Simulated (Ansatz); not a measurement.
`C[O][Mg][Cl]` + CH₃SH → `C[S][Mg][Cl]` + CH₃OH at 600 K and 1 bar (ligand exchange at a Mg–O bond).

Program: Ansatz. Geometries: PBE0-D4/def2-TZVP. ΔE: electronic, gas phase. CCSD(T)/CBS is the MP2 limit (def2-TZVPP, def2-QZVPP) plus CCSD(T) − MP2 in def2-TZVPP, frozen cores. This one scheme is used for every species. For Mg outer-core shells are correlated without core-valence functions, which leaves a few kJ/mol of doubt a bond. One conformer a species, not always the lowest.

```csv
species,CCSD(T)/CBS energy (Eh),H − E (kJ/mol),S (J/(mol·K))
`C[O][Mg][Cl]`,-774.81100,158.3,386.0
CH₃SH,-438.22835,152.3,296.8
`C[S][Mg][Cl]`,-1097.42002,154.8,418.0
CH₃OH,-115.61712,163.6,277.3
```

H − E and S are ideal-gas, rigid-rotor, harmonic terms from PBE0-D4/def2-TZVP, for one conformer and one mirror image of each species. 1 Eh = 2625.50 kJ/mol, R = 8.31446 J/(mol·K).

Question: By hand: ΔE, ΔH, ΔS and ΔG.

Answer: ΔE = (-1097.42002) + (-115.61712) − (-774.81100) − (-438.22835) = 0.00221 Eh = 5.8 kJ/mol. Δ(H − E) = 154.8 + 163.6 − 158.3 − 152.3 = 7.8, so ΔH = 13.6 kJ/mol. ΔS = 418.0 + 277.3 − 386.0 − 296.8 = 12.5 J/(mol·K). ΔG = 13.6 − 600 × (12.5)/1000 = 6.1 kJ/mol.

Question: By hand: the equilibrium constant, and the temperature at which ΔG would vanish if ΔH and ΔS stayed fixed.

Answer: log₁₀ K = −ΔG/(RT ln 10) = -0.5. ΔG = 0 at ΔH/ΔS = 1088 K, though so small a ΔS makes that figure unsure.

TΔS isn't small against ΔH here. A doubt of 5 kJ/mol in ΔE shifts log₁₀ K by 0.4 here. Other conformers and mirror images would add mixing entropy, several J/(mol·K) or more a flexible species. These are equilibria of isolated gas molecules and say nothing of rates. Largest T1 diagnostic: 0.010 (customary marks: 0.02 for closed shells, 0.045 for open ones).
